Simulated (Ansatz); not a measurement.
Consider the formal exchange of groups at the As–O bond: `O[AsH][GeH3]` + `[SbH3]` → `[GeH3][AsH][SbH2]` + H₂O.

Gas-phase electronic energies from Ansatz, PBE0-D4/def2-TZVP geometries. CCSD(T)/CBS adds triple-zeta CCSD(T) − MP2 to the extrapolated MP2 energy (def2 sets, frozen cores). This one scheme is used for every species. Functionals use def2-TZVPP. def2 core potentials past Kr. For As, Ge, Sb outer-core shells are correlated without core-valence functions, which leaves a few kJ/mol of doubt a bond. Scalar relativity is left out up to krypton. One conformer a species, not always the lowest.

```csv
level,ΔE (kJ/mol)
PBE0,-96.9
r2SCANh,-94.8
BHLYP,-85.5
MP2/CBS(def2),-120.9
```

What does CCSD(T)/CBS give? (An estimate is asked.)

Ansatz gave: -107.9 kJ/mol. The listed levels differ from it by 11.0, 13.1, 22.4, -13.0 kJ/mol.

Largest T1 diagnostic among the species: 0.014.

At CCSD(T), def2-SVP lies +13.8 kJ/mol from the extrapolated value and def2-TZVPP +14.1 kJ/mol. In def2-TZVPP, CCSD(T) changes the Hartree–Fock value by −11.7 kJ/mol (the triples alone add −2.2 kJ/mol) and MP2 by −24.7 kJ/mol.
